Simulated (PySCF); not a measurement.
C2Si, SMILES [C]1[C][Si]1 (connectivity only; charge and spin as stated), neutral, multiplicity 1. Heavy atoms are numbered as in [Si:1]1[C:2][C:3]1.

Geometry optimised at ωB97X-D3(BJ)/def2-TZVP.

These are PBE0/pcSseg-2 in PySCF values and carry that method's errors.

GIAO shieldings, no solvent; atoms alike by connectivity are averaged. δ = σ(ref) − σ: ²⁹Si against TMS (σ = 341.9 ppm); ¹³C against TMS (σ = 186.1 ppm), references at their B3LYP-D3(BJ)/def2-TZVP geometries, non-relativistic.

```csv
nucleus,atoms,count,δ (ppm)
²⁹Si,Si1,1,615.0
¹³C,C2,2,450.9
```
